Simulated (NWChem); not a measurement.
System meant: C$_{2}$H$_{5}$GaO; SMILES C=[CH][GaH][OH]

NWChem input:

```
start job
memory heap 200 mb stack 900 mb global 1100 mb
geometry units angstroms noautosym nocenter noautoz
  Ga    -0.470654    -0.548132     0.000000
  H     -1.725213    -1.474443     0.000000
  C     -0.400626     1.405041     0.000000
  C      0.751991     2.088058     0.000000
  H     -1.333085     1.984667     0.000000
  H      0.789297     3.184748     0.000000
  H      1.728778     1.588373     0.000000
  O      1.074703    -1.449178     0.000000
  H      1.875483    -0.916192     0.000000
end
basis spherical
  * library def2-svp
end
dft
  xc m06-2x
  iterations 150
end
property
  shielding
end
task dft property
```

End of the output:

```
 Vector   31  Occ=0.000000D+00  E= 6.490824D-02
              MO Center= -7.9D-02,  8.2D-01,  3.5D-08, r^2= 4.7D+00
   Bfn.  Coefficient  Atom+Function         Bfn.  Coefficient  Atom+Function
  ----- ------------  ---------------      ----- ------------  ---------------
    46      0.691361  3 C  pz                17     -0.626477  1 Ga pz
    60     -0.543344  4 C  pz                43      0.397456  3 C  pz
    57     -0.280895  4 C  pz                14     -0.144438  1 Ga pz
    89      0.140122  8 O  pz                86      0.113919  8 O  pz
    11      0.083505  1 Ga pz                19     -0.047690  1 Ga d -1

 center of mass
 --------------
 x =  -0.16065511 y =  -0.24278856 z =   0.00000000

 moments of inertia (a.u.)
 ------------------
         529.230275160758         -25.638919511966           0.000000000000
         -25.638919511966         191.429762749988           0.000000000000
           0.000000000000           0.000000000000         720.660037910746

     Multipole analysis of the density
     ---------------------------------

     L   x y z        total         alpha         beta         nuclear
     -   - - -        -----         -----         ----         -------
     0   0 0 0     -0.000000    -28.000000    -28.000000     56.000000

     1   1 0 0      0.100785      2.459037      2.459037     -4.817289
     1   0 1 0      0.893872      3.526971      3.526971     -6.160070
     1   0 0 1      0.000000      0.000000      0.000000      0.000000

     2   2 0 0    -24.488609    -69.998035    -69.998035    115.507461
     2   1 1 0      1.094903     -8.417866     -8.417866     17.930635
     2   1 0 1      0.000000      0.000000      0.000000      0.000000
     2   0 2 0    -29.216428   -164.124114   -164.124114    299.031800
     2   0 1 1      0.000000      0.000000      0.000000      0.000000
     2   0 0 2    -25.812508    -12.906254    -12.906254      0.000000

          -----------------------------------------
          Chemical Shielding Tensors (GIAO, in ppm)
          -----------------------------------------

 ------------------------------------------------------------------------
  xm06: d2 not coded                    0
 ------------------------------------------------------------------------
 ------------------------------------------------------------------------
  current input line :
    24: task dft property
 ------------------------------------------------------------------------
 ------------------------------------------------------------------------
 This error has not yet been assigned to a category
 ------------------------------------------------------------------------
 For more information see the NWChem manual at https://nwchemgit.github.io

0: xm06: d2 not coded:Received an Error in Communication
```

Q: What is wrong, and how is it mended?

A: The program stopped with an error. Cause: this functional's second derivatives, which shieldings need, aren't coded here; the fix takes a hybrid GGA instead. This input runs:
```
start job
memory heap 200 mb stack 900 mb global 1100 mb
geometry units angstroms noautosym nocenter noautoz
  Ga    -0.470654    -0.548132     0.000000
  H     -1.725213    -1.474443     0.000000
  C     -0.400626     1.405041     0.000000
  C      0.751991     2.088058     0.000000
  H     -1.333085     1.984667     0.000000
  H      0.789297     3.184748     0.000000
  H      1.728778     1.588373     0.000000
  O      1.074703    -1.449178     0.000000
  H      1.875483    -0.916192     0.000000
end
basis spherical
  * library def2-svp
end
dft
  xc pbe0
  iterations 150
end
property
  shielding
end
task dft property
```
It converges to -2078.49382 Ha (PBE0/def2-SVP, GIAO).
